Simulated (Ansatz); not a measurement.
`B[SiH2]C(O)F` + HCl → `B[SiH2]Cl` + `OCF` at 400 K and 1 bar (ligand exchange at the Si–C bond).

Gas-phase electronic energies from Ansatz, PBE0-D4/def2-TZVP geometries. CBS: MP2 limit from def2 TZ/QZ plus the TZ coupled-cluster correction, frozen cores. This one scheme is used for every species. One conformer a species, not always the lowest.

```csv
species,CCSD(T)/CBS energy (Eh),H − E (kJ/mol),S (J/(mol·K))
`B[SiH2]C(O)F`,-530.44445,222.4,395.5
HCl,-460.38127,29.6,195.4
`B[SiH2]Cl`,-776.05948,125.0,329.6
`OCF`,-214.81254,136.0,272.5
```

H − E and S are ideal-gas, rigid-rotor, harmonic terms from PBE0-D4/def2-TZVP, for one conformer and one mirror image of each species. 1 Eh = 2625.50 kJ/mol, R = 8.31446 J/(mol·K).

Problem. By hand: ΔE, ΔH, ΔS and ΔG.

Solution. ΔE = (-776.05948) + (-214.81254) − (-530.44445) − (-460.38127) = -0.04630 Eh = -121.6 kJ/mol. Δ(H − E) = 125.0 + 136.0 − 222.4 − 29.6 = 9.0, so ΔH = -112.6 kJ/mol. ΔS = 329.6 + 272.5 − 395.5 − 195.4 = 11.2 J/(mol·K). ΔG = -112.6 − 400 × (11.2)/1000 = -117.1 kJ/mol.

Problem. By hand: the equilibrium constant, and the temperature at which ΔG would vanish if ΔH and ΔS stayed fixed.

Solution. log₁₀ K = −ΔG/(RT ln 10) = 15.3. ΔH and −TΔS have one sign here, so there is no such temperature.

The number of gas molecules stays the same, so ΔS is small and ΔH decides. A doubt of 5 kJ/mol in ΔE shifts log₁₀ K by 0.7 here. Other conformers and mirror images would add mixing entropy, several J/(mol·K) or more a flexible species. These are equilibria of isolated gas molecules and say nothing of rates. Largest T1 diagnostic: 0.012 (customary marks: 0.02 for closed shells, 0.045 for open ones).

ΔS is within the doubt of such terms, so its sign, and with it that verdict, could turn.
